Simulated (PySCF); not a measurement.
## Core-level binding energies of (FAlS)3 ring

(FAlS)3 ring, Al3F3S3.
Bonds: Al1–F2, Al1–S3, Al1–S9, S3–Al4, Al4–F5, Al4–S6, S6–Al7, Al7–F8, Al7–S9.

Theory: delta-SCF UKS SCAN, pcX-2 on the ionised atom, pcseg-1 elsewhere, spin-free X2C in PySCF 2.14.0. These are vertical core ionisation energies against the vacuum level, from separate self-consistent calculations with and without the core hole.

Problem. What binding energy does each computed site have?

Solution. 
```
    atom(s)  bonded to    level  binding energy (eV)  2p1/2 (eV)  count
Al1/Al4/Al7  F and 2 S    Al 1s              1568.85           –      3
   F2/F5/F8         Al     F 1s               692.03           –      3
   S3/S6/S9       2 Al  S 2p3/2               169.42      170.65      3
   S3/S6/S9       2 Al     S 1s              2477.17           –      3
```

Problem. Which photon energy gives electrons from F 1s of F2 (atom 2)/F5/F8 a kinetic energy of 150 eV, and what is their de Broglie wavelength?

Solution. hν = 692.03 + 150 = 842.03 eV, recoil neglected; λ = 12.264 Å/√(E/eV) = 1.00 Å.

Problem. Which effective nuclear charge Zeff reproduces each element's mean 1s value in the hydrogen-like formula E = 13.606 eV × Zeff²?

Solution. F (Z = 9): mean 692.0 eV, Zeff = 7.13, Z − Zeff = 1.87; Al (Z = 13): mean 1568.9 eV, Zeff = 10.74, Z − Zeff = 2.26; S (Z = 16): mean 2477.2 eV, Zeff = 13.49, Z − Zeff = 2.51. Means run over the listed sites, weighted by atom count.

The first atom of each set that the bonding makes equivalent was ionised and stands for the set. Spin–orbit coupling isn't in the SCF: each 2p doublet comes from a relaxed spin-free hole plus a matrix of the shell (mean-field spin–orbit coupling and the ground-state 2p splitting), with 2p3/2 averaged over its two sublevels. 2p1/2 minus 2p3/2 (ligand field included): S 1.23 eV. The structure is a single PBE0-D3(BJ)/def2-SVP conformer in the gas phase; no vibrational or solvent corrections.

On one thread, Arm Neoverse V1 (aarch64), shared host with 32 logical CPUs at a one-minute load of 24, this took 40 s wall and 0.66 GiB of memory at its peak.
